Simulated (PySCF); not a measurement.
**Basis and Hamiltonian dependence of the excitation energy of Xe⁺**

Xe⁺ [Kr] 4d10 5s2 5p5 (2P) → Xe⁺ [Kr] 4d10 5s1 5p6 (2S). Calculated with PySCF 2.14 from differences of total energies of unrestricted determinants, without spin-orbit coupling. Values in eV.

```csv
basis,Hamiltonian,functions,UHF,LDA,PBE0,MP2 (valence),CCSD(T) (valence),CCSD(T) (valence and next inner shell)
aug-cc-pVTZ-PP with ECP28MDF,ECP,55,14.895,12.224,12.891,12.874,10.621,n/a
def2-TZVPPD with the def2 core potential (28 electrons),ECP,59,14.891,12.233,12.896,12.907,10.681,10.896
x2c-TZVPPall,spin-free X2C,60,14.894,12.098,12.817,13.129,10.953,11.146
ANO-RCC-VTZP,spin-free X2C,68,14.890,12.076,12.799,12.924,11.353,11.556
"x2c-TZVPPall with one added diffuse shell each of s, p, d, f type",spin-free X2C,76,14.898,12.092,12.813,13.124,10.820,11.047
aug-cc-pwCVTZ-DK3,spin-free X2C,109,14.906,12.097,12.820,12.934,10.700,n/a
x2c-QZVPPall,spin-free X2C,112,14.900,12.090,12.815,12.898,10.889,n/a
"aug-cc-pVQZ-PP with one added diffuse shell each of s, p, d, f, g type with ECP28MDF",ECP,117,14.904,12.233,12.900,12.845,n/a,n/a
"x2c-QZVPPall with one added diffuse shell each of s, p, d, f type",spin-free X2C,128,14.902,12.091,12.816,12.893,n/a,n/a
aug-cc-pV5Z-PP with ECP28MDF,ECP,139,14.906,12.235,12.903,12.835,n/a,n/a
```

Frozen in the all-electron rows: valence: [Kr] 4d10; valence and next inner shell: [Ar] 3d10; with a core potential, the same shells as far as they lie outside it.

Reference for a calculation without spin-orbit coupling: 10.831 eV (measured, between term centres; NIST).
